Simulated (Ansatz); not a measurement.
CaI2, relaxed as a quintet with UKS PBE-D4/def2-TZVP in Ansatz, starting from the PBE-D4/def2-TZVP geometry of the neutral singlet. Force threshold 0.02 eV/Å.

In the def2 sets I takes a core potential; there is no spin–orbit coupling. At PBE-D4/def2-TZVP a singlet of charge 0 lies 8.41 eV below the quintet, each at its own geometry. The structure comes from a short search, and lower isomers may exist.

Start:

```xyz
3

Ca   -0.0055   -0.0119   -0.0009
I     0.4556   -0.0019   -2.7905
I    -0.4502    0.0139    2.7914
```

**Question.** Estimate the energy that the relaxation releases and the steps that it takes.

**Answer.** 0.76 eV, in 10 steps; 23 s on 4 threads of Arm Neoverse V2 on a shared host. The force fell under the threshold at step 7, but the optimiser went on and released 0.004 eV more. No frequencies were taken in this run, so the end may be a saddle point.

**Question.** Does the start keep its bonding and symmetry?

**Answer.** By distances, no bond broke or formed. The bond that changes most is Ca1–I2, from 2.83 to 3.64 Å (atoms count from 1).

**Question.** Predict the relaxed structure.

**Answer.** 
```csv
atom,x (Å),y (Å),z (Å)
Ca1,-0.1617,-0.3530,-0.0252
I2,0.6569,0.1665,-3.5375
I3,-0.4953,0.1866,3.5627
```
Bond lengths: 2 × Ca–I 3.64 Å.
